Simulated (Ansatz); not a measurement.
CH₅FMoN₂O, SMILES `C[N]=[Mo]([NH2])(=[O])[F]`, relaxed with RKS PBE-D4/def2-SVP in Ansatz from a rough embedded geometry. The force threshold is 0.03 eV/Å; the program also tests the step.

Charge 0, multiplicity 1. Mo takes the def2 core potential.

Start:

```xyz
11

C     0.186    1.644   -0.680
N    -0.651    0.540   -1.001
Mo   -0.885   -0.878    0.251
N     1.021   -1.793    0.703
O    -1.672   -0.293    1.747
F    -2.029   -2.316   -0.594
H     0.993    1.749   -1.355
H     0.538    1.485    0.394
H    -0.514    2.585   -0.693
H     1.434   -1.067    1.390
H     1.580   -1.656   -0.162
```

(1) How much energy does the relaxation release, and in how many steps? (Best estimate.)

(2) Which bonds change most? (Estimate.)

(3) Give the relaxed structure. (An estimate is asked.)

Answers

(1) Computed: 234.47 kJ/mol, in 19 steps.

(2) The calculation gave: Mo3–N4 from 2.162 to 1.940 Å; N2–Mo3 from 1.905 to 1.746 Å; Mo3–F6 from 2.023 to 1.883 Å; Mo3–O5 from 1.790 to 1.705 Å.

(3) The calculation gave: 
```xyz
11

C    -0.005    1.896   -0.795
N    -0.171    0.500   -0.568
Mo   -0.651   -0.852    0.427
N     0.947   -1.943    0.581
O    -1.119   -0.294    1.968
F    -2.057   -1.775   -0.419
H     1.034    2.109   -1.134
H    -0.201    2.500    0.120
H    -0.688    2.245   -1.601
H     1.108   -2.558    1.386
H     1.804   -1.827    0.034
```
